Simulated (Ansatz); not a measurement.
Mulliken charges of Br₂H₄N₂Si, SMILES `N[Si](N)(Br)Br` from B3LYP/def2-TZVPP in Ansatz (PBE0-D4/def2-TZVP geometry).

```tsv
atom	x (Å)	y (Å)	z (Å)	charge (e)
N1	-0.011	1.375	-0.537	-0.372
Si2	0.314	-0.248	-0.195	0.632
N3	-0.738	-0.771	1.021	-0.372
Br4	2.490	-0.293	0.276	-0.241
Br5	0.012	-1.702	-1.856	-0.241
H6	-0.948	1.654	-0.781	0.148
H7	0.689	1.953	-0.971	0.148
H8	-0.785	-0.263	1.890	0.148
H9	-0.935	-1.751	1.136	0.148
```

Q: By hand: the dipole of these point charges (1 e Å = 4.8032 D).

A: Σ q r = (-0.419, 0.335, 0.266) e Å, of length 0.599 e Å = 2.88 D.

Q: How does the dipole of the full density compare? (An estimate is asked.)

A: The calculation gave: (-0.357, 0.285, 0.226) e Å, 2.45 D; the point charges give 1.18 times that, at 0° from its direction.

Point charges leave out the atoms' own dipoles, such as those of lone pairs, and Mulliken's split depends on the basis, so the two needn't agree.

B3LYP here is the variant with VWN-RPA as its local correlation; programs differ in this.
